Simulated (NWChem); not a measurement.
# C2H3I; SMILES C=CI

Results from NWChem. Coordinates come from a PBE0/def2-SVP optimisation. def2 effective core potentials on I; no spin-orbit coupling.

Diagonal of the polarisability tensor at B3LYP/def2-SVPD, 589 nm: 56.45, 88.91, 48.51 bohr³.

Find the mean polarisability volume, the molar refraction, and the refractive index that an ideal gas of it would have at 273.15 K and 1 atm.


1. Mean: one third of the trace = 64.62 bohr³ × 0.14818 Å³/bohr³ = 9.58 Å³.
2. Molar refraction (Lorentz-Lorenz): (4π/3) N_A α = 24.2 cm³/mol.
3. Number density p/kT = 2.687 × 10⁻⁵ Å⁻³; n − 1 = 2π N α = 16.17 × 10⁻⁴.
